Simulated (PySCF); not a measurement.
**Relaxation of singlet GeS(OH)₂**

All numbers come from PySCF, PBE0, basis Ge def2-SVP, S def2-SVP, O def2-SVP, H def2-SVP (no relativity, density fitting). A (50,194) grid was used.

A hand-made trigonal pyramidal (heavy-atom frame) start, with no symmetry imposed:

```xyz
6
charge 0 multiplicity 1, angstrom
Ge    0.1016    0.1865   -0.4341
S    -0.8034   -1.3810    0.5283
O     1.7262    0.1865    0.4297
O    -0.7107    1.5935    0.4297
H     2.2711   -0.5489    0.7194
H    -0.3463    2.4330    0.7194
```

Optimiser trace:
```
step  E − E(last) (kJ/mol)  largest gradient (Eh/bohr)
   0                246.09                     0.08469
   1                122.19                     0.06361
   2                 39.46                     0.03276
   3                 11.93                     0.01362
   4                  3.58                     0.01175
   5                  2.39                     0.01225
   6                  1.51                     0.00506
   7                  1.13                     0.00782
   8                  0.81                     0.00704
   9                  0.36                     0.00258
  10                  0.13                     0.00280
  11                  0.04                     0.00172
  12                  0.05                     0.00253
  13                  0.00                     0.00031
  14                  0.00                     0.00018
```

It ends at Cs with Ge–O 1.746 Å, Ge–O 1.759 Å, Ge–S 2.016 Å, O–H 0.966 Å (×2); Ge–O–H 111.2°, Ge–O–H 112.3°, O–Ge–O 101.1°, O–Ge–S 129.4° (×2) (after a last refinement on a finer grid). A frequency run shows a minimum. Other isomers or separated fragments may lie lower.

Final geometry:
```xyz
6
charge 0 multiplicity 1, angstrom
Ge    0.0784    0.1692    0.0131
S    -0.8568   -1.6106   -0.1331
O     1.7962    0.5220    0.1537
O    -0.5994    1.7778    0.0344
H     2.3361   -0.2787    0.1579
H     0.0926    2.4484    0.1143
```

The relaxation took about 80 core-seconds on a shared host.
